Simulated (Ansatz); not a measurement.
CH₆O₃Sn (`[CH3][Sn]([OH])([OH])[OH]`) from Hartree–Fock to CCSD(T)

| atom | x (Å) | y (Å) | z (Å) |
| --- | --- | --- | --- |
| C1 | -1.541 | -0.529 | -0.850 |
| Sn2 | 0.228 | 0.078 | 0.126 |
| O3 | 0.176 | 1.959 | 0.673 |
| O4 | 1.816 | -0.118 | -1.005 |
| O5 | 0.583 | -0.955 | 1.752 |
| H6 | -1.435 | -0.352 | -1.919 |
| H7 | -1.701 | -1.590 | -0.663 |
| H8 | -2.379 | 0.047 | -0.459 |
| H9 | 0.962 | 2.434 | 0.393 |
| H10 | 2.522 | -0.587 | -0.551 |
| H11 | 0.767 | -0.386 | 2.504 |

The species carries charge 0 and has multiplicity 1. Correlated methods include outer-core shells of Sn, which these sets cover unevenly. Sn: def2 effective core potential. The geometry is a stationary point of PBE0-D4/def2-TZVP. It is one conformer, not always the lowest. Frozen core, restricted reference, Ansatz 0.2.0.

| basis | HF (Eh) | MP2 corr. | CCSD corr. | (T) | CCSD(T) total |
| --- | --- | --- | --- | --- | --- |
| def2-SVP | -479.12303 | -0.82904 | -0.86055 | -0.02057 | -480.00415 |
| def2-TZVPP | -479.48602 | -1.23765 | -1.24517 | -0.04431 | -480.77550 |
| def2-QZVPP | -479.50215 | -1.52367 | – | – | – |
